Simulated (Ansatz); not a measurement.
A structure relaxed at PBE0-D4/def2-SVP in Ansatz, charge 1, doublet:

Cartesian coordinates in Å:
```
Pb -0.8424 1.8521 0.5566
Pb -0.4564 -2.3845 2.5077
Pb 0.3559 -0.9222 -1.8634
Te 1.0711 -0.4107 1.0012
Te -0.1283 1.8654 -2.2020
```

(1) Give its formula and point group.

(2) Summarise the bond lengths by kind (pairs closer than 1.2 times the sum of covalent radii, bridged metal pairs left out).

Results:

(1) Te2Pb3⁺. Point group Cs (tolerance 0.1 Å).

(2) 5 × Pb–Te 2.85 to 3.00 Å.

In the def2 sets Pb, Te take a core potential; there is no spin–orbit coupling. Another isomer (doublet) lies 1.24 eV lower at PBE0-D4/def2-TZVP; other spin states weren't run for this one.
